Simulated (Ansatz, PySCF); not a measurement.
System: CH6NSi (charge 0, doublet). SMILES: C[SiH2][NH]
Geometry from a B3LYP-D3(BJ)/def2-TZVP (Ansatz, an electronic-structure program) optimisation:
```
Si
N 1 1.7564
H 2 1.0231 1 113.09
H 1 1.4898 2 108.81 3 58.66
H 1 1.4898 4 107.91 2 117.90
C 1 1.8632 4 110.76 5 121.39
H 6 1.0916 1 110.64 4 60.31
H 6 1.0916 7 108.03 1 -121.24
H 6 1.0921 7 108.22 8 -116.96
```
Charge 0, spin multiplicity 2.

Quantity: atomisation energy, in kcal/mol. Conventions: valence correlation only; atomisation electronic, to ground-state atoms; 6-31G* and kin with 6d, 5d where marked; dispersion terms only where a functional's name holds one; UHF or UKS for open shells; no spin-orbit coupling; 6-311+G** with 5d, 6d on Na to Ar in Ansatz; non-relativistic. CBS(X,Y): correlation extrapolated as X^-3; Hartree-Fock from the larger set. Ab initio and DFT rows: single points at B3LYP-D3(BJ) geometries (Ansatz).

Coupled cluster (Ansatz) is a level with limits of its own, used here on species with T1 under 0.025 (0.045 for open shells) and stable references: CCSD(T)/CBS(aug-cc-pV(T+d)Z,aug-cc-pV(Q+d)Z).

Value to compare with, CCSD(T)/CBS(aug-cc-pV(T+d)Z,aug-cc-pV(Q+d)Z) (Ansatz): 706.1 kcal/mol.

```json
[
 {"level": "HF/3-21G", "program": "Ansatz", "atomisation energy (kcal/mol)": "465.7", "difference": "-240.4"},
 {"level": "BLYP/6-31G*", "program": "Ansatz", "atomisation energy (kcal/mol)": "691.1", "difference": "-15.0"},
 {"level": "BP86/def2-SVP", "program": "PySCF", "atomisation energy (kcal/mol)": "718.5", "difference": "12.4"},
 {"level": "B3LYP/STO-3G", "program": "Ansatz", "atomisation energy (kcal/mol)": "859.5", "difference": "153.4"},
 {"level": "B3LYP/6-31G*", "program": "Ansatz", "atomisation energy (kcal/mol)": "695.8", "difference": "-10.3"},
 {"level": "B3LYP/6-31+G*", "program": "Ansatz", "atomisation energy (kcal/mol)": "694.9", "difference": "-11.2"},
 {"level": "MP2/6-311+G**", "program": "Ansatz", "atomisation energy (kcal/mol)": "656.1", "difference": "-50.0"},
 {"level": "B3LYP/def2-TZVPD", "program": "Ansatz", "atomisation energy (kcal/mol)": "705.6", "difference": "-0.5"}
]
```

Among the 7 habitual levels, HF/3-21G lies farthest from CCSD(T)/CBS(aug-cc-pV(T+d)Z,aug-cc-pV(Q+d)Z) (Ansatz) (-240.4 kcal/mol) and B3LYP/6-31G* nearest (-10.3); 2 of 7 lie above it, and their mean absolute difference is 70.4 kcal/mol, the median 15.0. One case shows no general order.

The levels are drawn from those run, B3LYP/6-31G* more often than the rest, none by its result; left out are runs that failed, that the program found above a lower state of the same kind, or whose <S^2> lies over 0.5 above the pure value.
